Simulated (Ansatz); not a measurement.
C2H7ClO2Si2 (`O[SiH](O)/C=C\[SiH2]Cl`), relaxed with RKS PBE0-D4/def2-TZVP in the Gaussian-basis code of Ansatz from a GFN2-xTB geometry. The force threshold is 0.005 eV/Å; the program also tests the step.

Charge 0, multiplicity 1.

Start:

```xyz
14

O    -2.003   -1.800    1.158
Si   -0.518   -1.284    0.739
O    -0.074    0.071    1.538
C    -0.379   -0.727   -1.047
C     0.272    0.357   -1.462
Si    1.182    1.579   -0.354
Cl    2.204    2.770   -1.661
H    -2.799   -1.321    0.940
H     0.286   -2.433    1.126
H    -0.103    0.114    2.491
H    -0.861   -1.360   -1.787
H     0.288    0.576   -2.527
H     0.295    2.490    0.365
H     2.211    0.968    0.479
```

```csv
step,energy (eV),largest force (eV/Å),largest move (Å)
1,-34549.7786,0.757,0.000
2,-34549.8350,0.329,0.064
3,-34549.8478,0.143,0.047
4,-34549.8519,0.391,0.157
5,-34549.8574,0.200,0.055
6,-34549.8593,0.109,0.184
7,-34549.8636,0.064,0.072
8,-34549.8640,0.126,0.019
9,-34549.8646,0.023,0.020
10,-34549.8648,0.017,0.020
11,-34549.8650,0.016,0.031
12,-34549.8650,0.020,0.021
13,-34549.8651,0.009,0.009
14 (rejected),-34549.8651,0.032,0.016
15,-34549.8652,0.004,0.008
16,-34549.8652,0.008,0.015
17,-34549.8653,0.007,0.006
18,-34549.8653,0.006,0.003
19,-34549.8653,0.007,0.002
20,-34549.8653,0.005,0.001
```

End:

```xyz
14

O    -2.132   -1.683    1.096
Si   -0.575   -1.311    0.745
O    -0.024    0.026    1.538
C    -0.341   -0.815   -1.021
C     0.290    0.302   -1.399
Si    1.116    1.607   -0.333
Cl    2.035    2.857   -1.719
H    -2.810   -1.059    0.833
H     0.177   -2.518    1.159
H     0.248   -0.038    2.454
H    -0.747   -1.462   -1.800
H     0.366    0.513   -2.467
H     0.180    2.480    0.404
H     2.219    1.101    0.511
```

Hardware: 2 threads of an AMD EPYC 7R13 on a shared host and a share of an NVIDIA H100 80 GB. Wall time 45 s, peak host memory 0.97 GiB.
